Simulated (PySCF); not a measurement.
Species: CH9NOSi2.
Geometry (PBE0-D3(BJ)/def2-SVP, Å), atoms numbered from 1 in this order:
```xyz
14
CH9NOSi2 angstrom
C     -2.234   -0.547   -0.185
O     -0.846   -0.720   -0.224
Si     0.206    0.067    0.814
N      0.200    1.788    0.722
Si     2.304   -0.742    0.181
H     -2.524    0.511   -0.324
H     -2.693   -1.134   -0.995
H     -2.667   -0.893    0.773
H     -0.187   -0.245    2.226
H     -0.427    2.356    1.279
H      0.529    2.282   -0.098
H      2.679   -0.181   -1.155
H      2.315   -2.234    0.088
H      3.344   -0.319    1.170
```

Computed with PySCF at PBE0/pcSseg-1, non-relativistic, on one gas-phase PBE0-D3(BJ)/def2-SVP geometry that isn't relaxed in the solvent. The solvent is an IEF-PCM continuum (cavity from Bondi-type radii × 1.2). The model holds no explicit solvent molecules, cavitation or dispersion.

```tsv
run	E − E(gas) (kJ/mol)	HOMO (eV)	HOMO–LUMO gap (eV)	dipole (D)
gas	0.00	-7.50	7.80	2.46
P	-17.86	-7.41	7.78	3.06
Q	-7.16	-7.44	7.80	2.70
```

Question: The runs were made in acetone and cyclohexane. Which run belongs to which solvent?

Answer: P = acetone, Q = cyclohexane. The dielectric constants are 2.017 (cyclohexane), 20.49 (acetone), and the energy falls further as ε rises. In this model the ground state sees the solvent through ε alone.

Question: How constant is the ratio of the lowering to (ε − 1)/(2ε + 1)?

Answer: 
```tsv
solvent	(ε − 1)/(2ε + 1)	E − E(gas) (kJ/mol)	ratio (kJ/mol)	polarisation term (kJ/mol)
cyclohexane	0.202	-7.16	-35.4	-7.46
acetone	0.464	-17.86	-38.5	-19.81
```

The ratio changes by +8.5 % in size from cyclohexane to acetone. The polarisation term is half the interaction of the solute with the induced surface charges.
